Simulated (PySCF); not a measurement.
C3Si, SMILES [c+]12[c+]([si-2]1)[C]2 (connectivity only; charge and spin as stated), neutral, multiplicity 1.

Geometry optimised at r2SCAN-D4/def2-TZVP.

Two levels are set side by side: TDA-PBE/def2-SVPD (PySCF) and TDA-CAM-B3LYP/def2-SVPD (PySCF). Vertical, same geometry. The lowest singlet is HOMO→LUMO 98 % with PBE and HOMO→LUMO 96 % with the other functional; states are paired by order. Differences are taken from unrounded values.

```tsv
quantity	TDA-CAM-B3LYP
lowest singlet excitation (eV)	1.75
lowest triplet excitation (TDA) (eV)	1.07
```

Question: What does TDA-PBE give, and how far is it from TDA-CAM-B3LYP? (Estimate from the structure and the level; the computed values follow.)

Answer: 
| quantity | TDA-PBE | TDA-PBE minus TDA-CAM-B3LYP |
|---|---|---|
| lowest singlet excitation (eV) | 0.91 | -0.84 |
| lowest triplet excitation (TDA) (eV) | 0.43 | -0.64 |

Functionals without exact exchange tend to place singlet excitations lower, as here. Differences between two approximate levels are no errors against the true value.

Rough cost on one machine, each run with all the roots and properties that it gave: TDA-CAM-B3LYP against TDA-PBE about 2 times.
